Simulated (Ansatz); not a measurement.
`CB(N)O[SiH3]`, relaxed with RKS PBE0-D4/def2-TZVP in Ansatz 0.2.0 from a PBE-D4/def2-SVP geometry. The force threshold is 0.005 eV/Å; the program also tests the step.

The species carries charge 0 and has multiplicity 1.

Start:

```xyz
13

C     0.653    1.281   -0.624
B    -0.217    0.546    0.483
N    -0.813    1.251    1.552
O    -0.434   -0.830    0.456
Si   -0.023   -2.108   -0.540
H     0.207    1.147   -1.633
H     0.760    2.371   -0.451
H     1.675    0.849   -0.682
H    -1.374    0.782    2.263
H    -0.721    2.256    1.680
H     1.108   -1.760   -1.473
H     0.396   -3.262    0.327
H    -1.217   -2.522   -1.357
```

| step | energy (eV) | largest force (eV/Å) | largest move (Å) |
| --- | --- | --- | --- |
| 1 | -13255.1891 | 0.657 | 0.000 |
| 2 | -13255.2437 | 0.520 | 0.038 |
| 3 | -13255.2527 | 0.082 | 0.018 |
| 4 | -13255.2529 | 0.028 | 0.005 |
| 5 | -13255.2530 | 0.026 | 0.018 |
| 6 | -13255.2532 | 0.022 | 0.009 |
| 7 | -13255.2533 | 0.013 | 0.016 |
| 8 | -13255.2534 | 0.016 | 0.027 |
| 9 | -13255.2536 | 0.019 | 0.036 |
| 10 | -13255.2538 | 0.051 | 0.063 |
| 11 | -13255.2540 | 0.045 | 0.010 |
| 12 | -13255.2549 | 0.046 | 0.089 |
| 13 | -13255.2553 | 0.083 | 0.072 |
| 14 | -13255.2558 | 0.077 | 0.024 |
| 15 | -13255.2567 | 0.051 | 0.064 |
| 16 | -13255.2576 | 0.090 | 0.108 |
| 17 | -13255.2583 | 0.081 | 0.032 |
| 18 | -13255.2593 | 0.057 | 0.063 |
| 19 | -13255.2601 | 0.064 | 0.101 |
| 20 | -13255.2606 | 0.072 | 0.067 |
| 21 | -13255.2611 | 0.047 | 0.021 |
| 22 | -13255.2615 | 0.016 | 0.036 |
| 23 | -13255.2617 | 0.011 | 0.045 |
| 24 | -13255.2618 | 0.015 | 0.047 |
| 25 | -13255.2618 | 0.008 | 0.002 |
| 26 | -13255.2618 | 0.005 | 0.006 |
| 27 | -13255.2618 | 0.006 | 0.013 |
| 28 | -13255.2618 | 0.004 | 0.008 |

End:

```xyz
13

C     0.427    1.237   -0.740
B    -0.203    0.517    0.514
N    -0.668    1.230    1.626
O    -0.320   -0.859    0.565
Si    0.083   -2.051   -0.483
H    -0.135    0.996   -1.649
H     0.456    2.325   -0.649
H     1.452    0.892   -0.912
H    -1.068    0.772    2.427
H    -0.630    2.230    1.692
H     1.545   -2.050   -0.760
H    -0.297   -3.341    0.143
H    -0.642   -1.899   -1.774
```

It took 94 s on 4 threads of a server CPU on a shared host, with 0.53 GiB of host memory at the peak.
